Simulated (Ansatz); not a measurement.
`[F][Cd][O][SiH3]` + `CNB[SiH3]` → `CN([SiH3])B[SiH3]` + `[OH][Cd][F]`  (ligand exchange at the Si–O bond)

Calculated with Ansatz (gas phase, PBE0-D4/def2-TZVP geometries, no zero-point term in ΔE). CBS: MP2 limit from def2 TZ/QZ plus the TZ coupled-cluster correction, frozen cores. DFT in def2-TZVPP. B3LYP here is the variant with VWN-RPA as its local correlation; programs differ in this. def2 core potentials past Kr. For Cd outer-core shells are correlated without core-valence functions, which leaves a few kJ/mol of doubt a bond. Each species was taken in one conformer, which may not be the lowest.

`[F][Cd][O][SiH3]`:

```xyz
7

F    -3.565    1.091    1.304
Cd   -1.712    0.700    0.968
O     0.182    0.344    0.716
Si    1.056   -0.362   -0.463
H     0.958    0.387   -1.750
H     0.600   -1.758   -0.732
H     2.482   -0.401   -0.042
```

`CNB[SiH3]`:

Z-matrix (Å, degrees):
```
C
N 1 1.446
H 1 1.094 2 111.3
H 1 1.089 2 109.0 3 -119.6
H 1 1.094 2 111.3 3 120.7
B 2 1.384 1 127.0 3 119.8
H 2 1.009 1 113.5 3 -60.2
Si 6 2.014 2 120.4 1 180.0
H 6 1.201 2 117.4 1 -0.0
H 8 1.492 6 111.7 2 120.3
H 8 1.495 6 111.8 2 0.1
H 8 1.492 6 111.7 2 -120.0
```

`CN([SiH3])B[SiH3]`:

Cartesian coordinates in Å:
```
C 0.389 -1.984 -0.662
N 0.111 -0.608 -0.255
Si -0.341 0.464 -1.566
B 0.208 -0.211 1.081
Si -0.150 1.666 1.765
H 1.221 -2.022 -1.373
H -0.485 -2.435 -1.143
H 0.651 -2.579 0.213
H -0.588 1.819 -1.026
H 0.753 0.494 -2.572
H -1.564 -0.064 -2.228
H 0.529 -1.058 1.875
H 0.762 2.680 1.159
H 0.049 1.720 3.241
H -1.546 2.119 1.491
```

`[OH][Cd][F]`:

```xyz
4

O     0.182    1.036   -0.894
Cd    0.094   -0.294    0.533
F     0.087   -1.535    2.008
H    -0.362    0.794   -1.648
```

(1) Is it downhill or uphill in electronic energy at CCSD(T)/CBS, and by how much? (Estimate.)

(2) What do these levels give: ωB97X-V, ωB97M-V, B2PLYP, r2SCAN, B3LYP, HF/def2-TZVPP, MP2/def2-TZVPP, CCSD/def2-TZVPP, CCSD(T)/def2-TZVPP, HF/def2-QZVPP, MP2/CBS(def2), CCSD/CBS(def2)? (An estimate is asked.)

Largest T1 diagnostic among the species: 0.017.

Results:

(1) Computed: Uphill: ΔE = +74.5 kJ/mol.

(2) The calculation gave: ωB97X-V 79.3, ωB97M-V 77.5, B2PLYP 84.2, r2SCAN 79.4, B3LYP 87.2, HF/def2-TZVPP 106.2, MP2/def2-TZVPP 76.7, CCSD/def2-TZVPP 82.6, CCSD(T)/def2-TZVPP 78.6, HF/def2-QZVPP 106.0, MP2/CBS(def2) 72.6, CCSD/CBS(def2) 78.5 kJ/mol.

The D4 term adds −10.9 kJ/mol with B3LYP and −6.0 kJ/mol with PBE0; it sums over pairs of atoms, weighted by their polarisabilities, and B3LYP, whose exchange is more repulsive, gets the larger term. From PBE to PBE0 (25 % exact exchange), in def2-TZVPP and without D4, ΔE moves by +5.6 kJ/mol.
